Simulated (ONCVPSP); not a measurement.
# Reading a pseudo-wave (Be (Z = 4))

Columns: radius, all-electron u(r) and pseudo u(r) of the 2s shell (level -5.60 eV) of beryllium in the configuration [He] 2s2; LDA (Perdew-Wang 92), scalar-relativistic, ONCV scheme, ONCVPSP 4.0.1.

```json
{"r (bohr)": "0.090", "all-electron": "-0.1853", "pseudo": "0.0191"}
{"r (bohr)": "0.180", "all-electron": "-0.2512", "pseudo": "0.0392"}
{"r (bohr)": "0.270", "all-electron": "-0.2464", "pseudo": "0.0612"}
{"r (bohr)": "0.360", "all-electron": "-0.2008", "pseudo": "0.0862"}
{"r (bohr)": "0.450", "all-electron": "-0.1326", "pseudo": "0.1147"}
{"r (bohr)": "0.540", "all-electron": "-0.0537", "pseudo": "0.1472"}
{"r (bohr)": "0.630", "all-electron": "0.0287", "pseudo": "0.1835"}
{"r (bohr)": "0.720", "all-electron": "0.1098", "pseudo": "0.2231"}
{"r (bohr)": "0.810", "all-electron": "0.1870", "pseudo": "0.2651"}
{"r (bohr)": "0.900", "all-electron": "0.2584", "pseudo": "0.3087"}
{"r (bohr)": "0.990", "all-electron": "0.3234", "pseudo": "0.3528"}
{"r (bohr)": "1.080", "all-electron": "0.3814", "pseudo": "0.3965"}
{"r (bohr)": "1.170", "all-electron": "0.4326", "pseudo": "0.4388"}
{"r (bohr)": "1.260", "all-electron": "0.4769", "pseudo": "0.4786"}
{"r (bohr)": "1.350", "all-electron": "0.5148", "pseudo": "0.5146"}
{"r (bohr)": "1.440", "all-electron": "0.5465", "pseudo": "0.5460"}
{"r (bohr)": "1.530", "all-electron": "0.5725", "pseudo": "0.5722"}
{"r (bohr)": "1.620", "all-electron": "0.5931", "pseudo": "0.5931"}
{"r (bohr)": "1.710", "all-electron": "0.6089", "pseudo": "0.6089"}
{"r (bohr)": "1.800", "all-electron": "0.6203", "pseudo": "0.6202"}
{"r (bohr)": "1.890", "all-electron": "0.6276", "pseudo": "0.6276"}
{"r (bohr)": "1.980", "all-electron": "0.6313", "pseudo": "0.6313"}
{"r (bohr)": "2.070", "all-electron": "0.6318", "pseudo": "0.6318"}
{"r (bohr)": "2.160", "all-electron": "0.6296", "pseudo": "0.6296"}
{"r (bohr)": "2.250", "all-electron": "0.6249", "pseudo": "0.6248"}
{"r (bohr)": "2.340", "all-electron": "0.6180", "pseudo": "0.6180"}
```

Task: How many radial nodes do the two functions have?

Result: The all-electron 2s function has n − l − 1 = 1; the pseudo-wave has 0, since the states of the same l below it are removed with the core.

Task: Is the pseudo-wave norm-conserving?

Result: Yes: the ONCV scheme keeps the norm inside the radius equal to the all-electron one, which fixes the energy derivative of the logarithmic derivative at the level.
